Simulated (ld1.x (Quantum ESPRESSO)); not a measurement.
## What the settings do to the PAW potential of Pd (Z = 46)

Base potential:

palladium, PAW, made with ld1.x (Quantum ESPRESSO) 7.5 (LDA (PZ), fully relativistic). Core [Kr], reference 4d10 5s0 5p0. Waves: 5s (bound, empty): rcut 1.90, rcutus 2.45 bohr; 5s channel at 1 Ry: rcut 1.90, rcutus 2.45 bohr; 5p (bound, empty): rcut 2.45, rcutus 3.20 bohr; 5p channel at 0.3 Ry: rcut 2.45, rcutus 3.20 bohr; 4d (bound): rcut 1.15, rcutus 1.25 bohr; 4d channel at 0.4 Ry: rcut 1.15, rcutus 1.25 bohr. Local part: all-electron potential smoothed inside 1.10 bohr (lloc = -1). Core correction: Bessel-smoothed model core, default radius (core density twice the valence density). Augmentation charge: PSQ, inside the norm-conserving radii.

Open shells are filled in proportion to 2j + 1 (rel_dist='average').

Cutoffs, loose and tight: the cutoffs (Ry, on a coarse ladder) from which the occupation-weighted sum of valence levels, in a spherical-Bessel basis at the reference potential, stays within 10 and 1 mRy of its value at 400 Ry. They do not see the model core or the augmentation charge, which bear on the density cutoff. Test errors are all-electron minus pseudo excitation energies from the reference, over the configurations 4d9 5s0 5p0; 4d8 5s0 5p0; 4d7 5s0 5p0; 4d9 5s0 5p1; 4d9.5 5s0 5p0; 4d9 5s1 5p0; 4d6 5s0 5p0. A dash means not determined; rows that change the core or the reference have their own tests. The largest error is taken over the tests solved by every variant that gives reliable tests at all: 4d6 5s0 5p0; 4d7 5s0 5p0; 4d8 5s0 5p0; 4d9 5s0 5p0; 4d9 5s0 5p1; 4d9.5 5s0 5p0.

Cutoffs are not given where the Bessel-basis levels miss the radial ones by over 6 mRy, ghosts where they miss by over 20 mRy; a channel whose overlap is not positive is not tested.

The default core radius of the base comes out at 0.86 bohr.

| change | outcome | bound ghosts | largest test error (meV) |
| --- | --- | --- | --- |
| base | generated | not determined | -1395 |
| waves 4d (bound): rcut 1.14, rcutus 1.20 bohr; 4d channel at 0.4 Ry: rcut 1.14, rcutus 1.20 bohr | generated | not determined | -1395 |
| local potential all-electron potential smoothed inside 1.25 bohr (lloc = -1) | generated | not determined | -1394 |
| wave 5s channel at 1 Ry: rcut 1.90, rcutus 2.45 bohr becomes 5s channel at 0.02 Ry: rcut 1.90, rcutus 2.45 bohr | generated | not determined | -1395 |
| waves 5s (bound): rcut 1.90, rcutus 2.76 bohr; 5s channel at 1 Ry: rcut 1.90, rcutus 2.76 bohr | generated | not determined | -1395 |
| waves 5p (bound): rcut 2.45, rcutus 2.72 bohr; 5p channel at 0.3 Ry: rcut 2.45, rcutus 2.72 bohr | generated | not determined | -1394 |
| all radii but the core radius scaled by about 0.86 (s 2.12, p 2.76, d 1.08 bohr, rcut 1.64/2.12/1.00); local potential all-electron potential smoothed inside 0.96 bohr (lloc = -1) | generated | not determined | -1395 |
| core correction Bessel-smoothed model core inside 0.76 bohr | generated | not determined | -1395 |
